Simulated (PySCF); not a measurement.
Computed with UPBE0 in PySCF with K def2-TZVP; no relativity; density-fitted integrals.

```xyz
3
charge 0 multiplicity 2, angstrom
K     0.0000    2.1793    0.0000
K     2.6016   -1.0897    0.0000
K    -2.6016   -1.0897    0.0000
```

K3 (doublet), along the line from K1 (at 0) through K2 (at 4.178 Å).

**Question.** Tabulate the fields along this line at -1.46, -1.25, -1.04, -0.84, -0.63, -0.42, -0.21, 0.21, 0.42, 0.63, 0.84, 1.04, 1.25, 1.46, 1.67, 1.88, 2.09, 2.30, 2.51, 2.72, 2.92, 3.13, 3.34, 3.55, 3.76, 3.97, 4.39, 4.60, 4.80, 5.01, 5.22, 5.43, 5.64, 5.85, 6.06, 6.27, 6.48, 6.68 Å.

**Answer.** 
```tsv
distance (Å)	electron density (e/Å³)	spin density (e/Å³)	electron localisation function	electrostatic potential (V)
-1.46	0.0396	-0.000516	0.134	4.42
-1.25	0.113	-0.00055	0.42	6.42
-1.04	0.342	-0.000136	0.719	10.4
-0.84	1.01	0.00156	0.857	20
-0.63	2.58	0.00535	0.866	46.9
-0.42	4.61	0.00719	0.216	130
-0.21	58.7	-6.45e-05	0.824	472
0.21	58.7	-0.000583	0.823	472
0.42	4.63	-0.00211	0.22	130
0.63	2.56	-0.00109	0.868	46.6
0.84	0.984	-0.000141	0.845	19.6
1.04	0.332	3.15e-06	0.615	9.75
1.25	0.115	0.000184	0.186	5.52
1.46	0.0516	0.000712	0.0519	3.33
1.67	0.0346	0.00151	0.0735	2.09
1.88	0.0305	0.00246	0.245	1.41
2.09	0.03	0.00345	0.436	1.18
2.30	0.0311	0.00432	0.266	1.36
2.51	0.0357	0.00487	0.085	1.99
2.72	0.053	0.00482	0.0578	3.2
2.92	0.117	0.00386	0.188	5.35
3.13	0.333	0.00183	0.609	9.56
3.34	0.985	-0.000449	0.844	19.4
3.55	2.56	0.000364	0.868	46.4
3.76	4.63	0.00513	0.22	130
3.97	58.7	0.00436	0.823	472
4.39	58.7	0.00476	0.824	472
4.60	4.61	0.00639	0.215	130
4.80	2.57	0.000906	0.865	46.7
5.01	1	-0.000139	0.854	19.7
5.22	0.342	0.00228	0.702	10.1
5.43	0.115	0.00441	0.377	6.12
5.64	0.0422	0.0054	0.124	4.09
5.85	0.0192	0.00549	0.0623	2.9
6.06	0.0109	0.00505	0.0674	2.11
6.27	0.0072	0.00437	0.111	1.56
6.48	0.00519	0.00364	0.203	1.17
6.68	0.0039	0.00295	0.318	0.888
```

On a grid of 0.21 Å the density has a local minimum along the bond near 2.09 Å from K, at 0.03 e/Å³, where the ELF is 0.44.
